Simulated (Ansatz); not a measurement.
Species: C10H9ClSi, SMILES `[SiH3]c1cc(Cl)c2ccccc2c1` (charge 0, multiplicity 1).

### Question
Give a relaxed geometry from PBE0-D4/def2-SVP run with Ansatz (an electronic-structure program).

### Answer
the end point of this relaxation (outside a Z-matrix the atoms follow the SMILES, hydrogens last).
Z-matrix (Å, degrees):
```
C
C 1 1.4181
C 2 1.3746 1 120.94
H 3 1.0924 2 120.14 1 -179.99
H 2 1.0930 3 120.54 4 0.01
C 3 1.4125 4 119.79 2 -180.00
C 6 1.3757 3 120.55 4 180.00
H 7 1.0909 6 120.74 3 -180.00
H 6 1.0925 7 119.75 8 0.01
C 7 1.4159 8 118.70 6 -180.00
C 1 1.4182 2 121.52 5 0.00
C 11 1.3809 1 121.65 2 179.99
H 11 1.0939 12 120.45 1 179.94
C 12 1.4209 11 118.65 13 179.96
C 14 1.3735 12 120.83 11 -0.02
H 14 1.0926 15 118.44 10 179.98
Cl 15 1.7348 14 118.76 16 -0.02
Si 12 1.8783 11 121.09 13 -0.10
H 18 1.4935 12 108.91 11 0.45
H 18 1.4954 19 109.44 13 -121.37
H 18 1.4956 19 109.39 20 -117.91
```
